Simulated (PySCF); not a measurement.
Magnesium: a sound run and one with changed settings

Sound run: Mg²⁺ [Ne], Mg³⁺ [He] 2s2 2p5. Calculation: PySCF 2.14, in cc-pVDZ-DK; scalar relativity by spin-free X2C-1e. In the sound run the correlated levels freeze [He] 2s2. The sound run starts from symmetry-adapted Hartree-Fock orbitals and uses a fine grid where one is needed.

Changed run: no relativity, point nucleus. This setting is unsound on purpose.

```
species   method  sound run (hartree)  changed run (hartree)  converged
   Mg²⁺      UHF           -199.12893             -198.77379        yes
   Mg²⁺     PBE0           -199.43258             -199.07768        yes
   Mg²⁺   M06-2X           -199.52045             -199.16552        yes
   Mg²⁺      MP2           -199.13065             -198.77553        yes
   Mg²⁺  CCSD(T)           -199.13062             -198.77551        yes
   Mg³⁺      UHF           -196.15079             -195.79985        yes
   Mg³⁺     PBE0           -196.40153             -196.05069        yes
   Mg³⁺   M06-2X           -196.48890             -196.13806        yes
   Mg³⁺      MP2           -196.15119             -195.80026        yes
   Mg³⁺  CCSD(T)           -196.15121             -195.80028        yes
```

Ionisation energy of Mg²⁺:

```csv
method,sound run (eV),changed run (eV)
UHF,81.039,80.925
PBE0,82.479,82.369
M06-2X,82.492,82.381
MP2,81.075,80.961
SCS-MP2,81.073,80.959
CCSD,81.073,80.959
CCSD(T),81.074,80.960
```

Most of the change in total energy is the relativistic energy itself. On top of that the contraction fixes the core shape for the Hamiltonian it was made with, so the changed run is not a good calculation with the other Hamiltonian either.

For comparison, NIST gives 80.144 eV between the lowest levels.
